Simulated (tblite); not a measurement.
C₆H₈N (doublet state).
SMILES with atom numbers: `[C:1]#[C:2][C@H:3]([CH2:4][CH3:5])[N:6]=[CH2:7]` (hydrogens: H8 on C3; H9, H10 on C4; H11, H12, H13 on C5; H14, H15 on C7)

The geometry is computed with GFN2-xTB (gas phase). This method treats the open shell by occupation alone, without spin polarisation.

(1) List the bond lengths, angles and torsions at this level.

## Answers

(1) 
```json
{"bond": "C1≡C2", "length (Å)": "1.196", "order": "triple"}
{"bond": "C2–C3", "length (Å)": "1.482", "order": "single"}
{"bond": "C3–C4", "length (Å)": "1.538", "order": "single"}
{"bond": "C4–C5", "length (Å)": "1.522", "order": "single"}
{"bond": "C3–N6", "length (Å)": "1.416", "order": "single"}
{"bond": "N6=C7", "length (Å)": "1.248", "order": "double"}
{"bond": "C3–H8", "length (Å)": "1.100", "order": "single"}
{"bond": "C4–H9", "length (Å)": "1.092", "order": "single"}
{"bond": "C4–H10", "length (Å)": "1.092", "order": "single"}
{"bond": "C5–H11, C5–H12, C5–H13", "length (Å)": "1.088", "order": "single"}
{"bond": "C7–H14", "length (Å)": "1.092", "order": "single"}
{"bond": "C7–H15", "length (Å)": "1.081", "order": "single"}
```

Bonds in one row agree within 0.01 Å and their mean is given. Orders are formal, as drawn. A selection of angles:
```json
{"angle": "C1–C2–C3", "degrees": "176.5"}
{"angle": "C2–C3–C4", "degrees": "110.1"}
{"angle": "C2–C3–N6", "degrees": "114.5"}
{"angle": "C2–C3–H8", "degrees": "107.4"}
{"angle": "C4–C3–N6", "degrees": "109.0"}
{"angle": "C4–C3–H8", "degrees": "108.9"}
{"angle": "N6–C3–H8", "degrees": "106.7"}
{"angle": "C3–C4–C5", "degrees": "111.9"}
{"angle": "C3–C4–H9", "degrees": "108.6"}
{"angle": "C3–C4–H10", "degrees": "107.9"}
{"angle": "C5–C4–H9", "degrees": "109.9"}
{"angle": "C5–C4–H10", "degrees": "110.3"}
{"angle": "H9–C4–H10", "degrees": "108.2"}
{"angle": "C4–C5–H11", "degrees": "110.8"}
{"angle": "C4–C5–H12", "degrees": "110.2"}
{"angle": "H11–C5–H12", "degrees": "108.5"}
{"angle": "H12–C5–H13", "degrees": "108.6"}
{"angle": "C3–N6–C7", "degrees": "125.8"}
{"angle": "N6–C7–H14", "degrees": "123.9"}
{"angle": "N6–C7–H15", "degrees": "118.3"}
{"angle": "H14–C7–H15", "degrees": "117.8"}
```

Torsions: C2–C3–C4–C5 62° (synclinal); C2–C3–N6–C7 6° (synperiplanar).

C7 (carbon bonded to N and 2 H) is planar (angles 123.9°, 118.3° and 117.8°, sum 360.0°, 0.00 Å off the plane of its three neighbours). The C–C distances run from 1.196 Å (C1≡C2, drawn triple) to 1.538 Å (C3–C4, drawn single), a spread of 0.342 Å. Of the pairs four or more bonds apart, C2···H14 is among the closest relative to their van der Waals radii: 2.49 Å, 86 % of the sum of Bondi's values. The C–N distances run from 1.248 Å (N6=C7, drawn double) to 1.416 Å (C3–N6, drawn single), a spread of 0.168 Å.

Point group: C1 (no symmetry element, even within 0.4 Å). Its GFN2-xTB frequencies are all real (lowest 75 cm⁻¹).

On one thread, Arm Neoverse V2 (aarch64), shared host with 96 logical CPUs at a one-minute load of 64, this took 0.3 s of wall time. That covers the optimisation of the geometry.

One conformer stands for the species.
